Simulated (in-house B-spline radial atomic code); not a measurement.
A fraction x of an electron is removed from 3p in P⁺, starting from [Ne] 3s2 3p2 and keeping the highest spin. Computed with an all-electron radial atomic-structure program (B-spline basis): scalar-relativistic (X2C) OLYP, spin-polarised, spherical fractional occupations, Fermi nucleus of rms radius 3.1889 fm.

```
   x  E(x) - E(0) (eV)  3p up level (eV)
   0            0.0000           -14.909
0.08            1.2230           -15.667
0.21            3.3406           -16.914
0.26            4.1983           -17.398
 0.5            8.6555           -19.754
0.59           10.4737           -20.650
 0.7           12.8058           -21.754
 0.8           15.0318           -22.766
 0.9           17.3593           -23.784
   1           19.7889           -24.809
```

The exact functional would give a straight line between the two integer points. Deviations E(x) - E(0) - x[E(1) - E(0)], in eV: -0.36 at x = 0.08, -0.815 at x = 0.21, -0.947 at x = 0.26, -1.239 at x = 0.5, -1.202 at x = 0.59, -1.046 at x = 0.7, -0.799 at x = 0.8, -0.451 at x = 0.9.

The curve lies below the straight line by up to 1.239 eV (at x = 0.5): convex, the delocalisation error that favours fractional charges.

Q: How well does Slater's transition state (minus the level at half occupation) give the ionisation energy?

A: It gives 19.754 eV against 19.789 eV from the two total energies; NIST lists 19.77 eV, ground level to ground level.
